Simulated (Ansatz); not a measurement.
Species: CHO$_{3}$, SMILES `[O]C(=O)O` (O–C–O–H torsion 0°) (charge 0, multiplicity 2).

Q: Give a relaxed geometry from B3LYP-D3(BJ)/def2-TZVP (Ansatz, a first-principles code).

A: One answer among several that fit: the end point of this relaxation, one of several conformers (outside a Z-matrix the atoms follow the SMILES, hydrogens last).
Bonds (Å): O1–C2 1.254, C2–O3 1.243, C2–O4 1.324, O4–H5 0.970. Bond angles (°): O1–C2–O3 115.9, O1–C2–O4 119.7, O3–C2–O4 124.4, C2–O4–H5 109.2.
